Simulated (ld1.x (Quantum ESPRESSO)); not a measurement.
Configuration tests for Ta (PAW)

- Element: Ta
- Generator: ld1.x (Quantum ESPRESSO) 7.5
- Type: PAW
- Functional: PBE
- Relativity: fully relativistic
- Frozen core: [Kr] 4d10 4f14 5s2
- Valence charge: 11
- Reference configuration: 5p6 5d3 6s1.75 6p0 (charge +0.25)
- Partial waves: 6s (bound): rcut 2.45, rcutus 3.20 bohr; 6s channel at 0.05 Ry: rcut 2.45, rcutus 3.20 bohr; 5p (bound): rcut 1.95, rcutus 2.25 bohr; 6p (bound, empty): rcut 1.95, rcutus 2.25 bohr; 5d (bound): rcut 1.35, rcutus 1.70 bohr; 5d channel at 1.6 Ry: rcut 1.35, rcutus 1.70 bohr
- Local potential: all-electron potential smoothed inside 2.25 bohr (lloc = -1)
- Core correction: Bessel-smoothed model core inside 1.05 bohr
- Augmentation charge: PSQ, inside the norm-conserving radii

Open shells are filled in proportion to 2j + 1 (rel_dist='average').

Energies are relative to the spin-unpolarised reference configuration 5p6 5d3 6s1.75 6p0; without spin polarisation the order of configurations can differ from experiment.

**Question.** Give the all-electron excitation energy and the error of the potential for: 5p6 5d3 6s2 6p0; 5p6 5d3 6s1 6p0; 5p6 5d3 6s0 6p0; 5p6 5d3 6s0 6p1; 5p6 5d3 6s0 6p2; 5p6 5d3 6s1 6p1; 5p6 5d2 6s0 6p0.

**Answer.**

| valence configuration | charge | ΔE all-electron (eV) | error AE − PS (meV) |
| --- | --- | --- | --- |
| 5p6 5d3 6s2 6p0 | 0 | -1.544 | -0.1 |
| 5p6 5d3 6s1 6p0 | +1 | 6.927 | -0.6 |
| 5p6 5d3 6s0 6p0 | +2 | 21.900 | -2.3 |
| 5p6 5d3 6s0 6p1 | +1 | 11.960 | +5.1 |
| 5p6 5d3 6s0 6p2 | 0 | 6.978 | +8.3 |
| 5p6 5d3 6s1 6p1 | 0 | 2.601 | -1.7 |
| 5p6 5d2 6s0 6p0 | +3 | 45.493 | -40 |

The ghost test of this file was not conclusive.
